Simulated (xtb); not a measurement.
xtb input:

```bash
xtb mol.xyz --gfn 1 --sp --chrg 0 --uhf 0
```
mol.xyz:
```
10

C      1.42549636    -0.98754881    -0.40629056
B      0.01921829    -0.35195786    -0.18272266
C     -1.31596172    -1.01843506    -0.63513724
Cl    -0.06696748     1.22642201     0.63670999
H      1.38745607    -2.07830833    -0.45095990
H      2.17472370    -0.67498522     0.32077936
H      1.78123538    -0.65327023    -1.39049573
H     -1.65487069    -1.66093414     0.18905199
H     -2.12089703    -0.31077999    -0.83254982
H     -1.18249950    -1.67520369    -1.49771567
```

Task: Predict the final energy.

Result: -13.18393 Eh (GFN1-xTB).
